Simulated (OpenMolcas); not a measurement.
## Computed transition rates of Kr V

```yaml
Program: OpenMolcas
Method: "MS-RASPT2, IPEA 0.25 Eh, imaginary shift 0.1 Eh (closed shells correlated: 3d)"
Basis: ANO-RCC-VTZP [6s5p3d1f]
Scalar_Hamiltonian: DKH2, point nucleus
Active_space: 4 electrons in 9 orbitals (RAS2 4s 4p; RAS3 4d, at most 2 electrons)
State_averaging: 2S+1 = 3 even, 6 roots; 2S+1 = 1 even, 12 roots; 2S+1 = 5 odd, 1 root; 2S+1 = 3 odd, 9 roots; 2S+1 = 1 odd, 8 roots
Spin-orbit_coupling: RASSI with atomic mean-field integrals over the reference wave functions, term energies averaged over their components
```

Rates come from the transition moments of the reference wave functions (E1 and E2 in the length form). At fixed line strength A goes as λ^-3 for E1 and M1 and as λ^-5 for E2, so a rate at the computed wavelength can be rescaled to the measured one. Measured vacuum wavelengths follow from level energies in Saloman, J. Phys. Chem. Ref. Data 36, 215 (2007). Branching counts decays inside the model space alone, at computed energies, and the table is only a selection of the E2 and M1 lines, drawn from those between levels with measured partners whose computed energy lies within a factor of 1.5 of the measured one.

| Upper | Lower | Type | λ computed (nm) | λ measured (nm) | A computed (s-1) | A rescaled (s-1) | Branching % |
| --- | --- | --- | --- | --- | --- | --- | --- |
| 4s2 4p2 1S0 | 4s2 4p2 3P1 | M1 | 275.9 | 282 | 6.80e+01 |  | 91.6 |
| 4s2 4p2 1D2 | 4s2 4p2 3P2 | M1 | 791.2 | 824.6 | 5.09e+00 |  | 56.5 |
| 4s2 4p2 1S0 | 4s2 4p2 1D2 | E2 | 500.5 | 513.3 | 4.49e+00 | 3.96e+00 | 6.0 |
| 4s2 4p2 1D2 | 4s2 4p2 3P1 | M1 | 614.7 | 625.8 | 3.88e+00 |  | 43.1 |
| 4s2 4p2 1S0 | 4s2 4p2 3P2 | E2 | 306.6 | 316.4 | 1.72e+00 |  | 2.3 |
| 4s2 4p2 3P1 | 4s2 4p2 3P0 | M1 | 3049 | 2672 | 6.21e-01 | 9.23e-01 | 100.0 |
| 4s2 4p2 3P2 | 4s2 4p2 3P1 | M1 | 2755 | 2596 | 6.05e-01 | 7.23e-01 | 99.8 |

Spin-changing lines and M1 lines between different terms are not rescaled, since their strength hangs on the term gaps too.

The largest correction is for 4s2 4p2 3P1 → 4s2 4p2 3P0 (M1): 6.21e-01 × (3049 / 2672)^3 = 9.23e-01 s-1, a factor of 1.49.

No measured rate stands beside these. Rescaling mends the energy factor alone: line strengths can still be far off where a level mixes with configurations outside the active space, and weak or spin-changing lines hang on small mixing coefficients that depend on the term gaps too, so rescaling need not improve them.

CASPT2 does not keep the components of a term degenerate, so their means are used; among the terms shown or strongly mixed into the levels shown the widest spread is 11 cm-1 (4s2 4p2 1D). Active for correlation alone: 4d; no level in the range computed is led by a configuration that fills it, so any true level of that kind is missing. Measured partners are found by configuration, term and J. A level has none where our copy of the source lacks it or the pairing is in doubt (some pairs that miss far off the trend of their configuration count as doubtful). Only configurations of the active space appear.
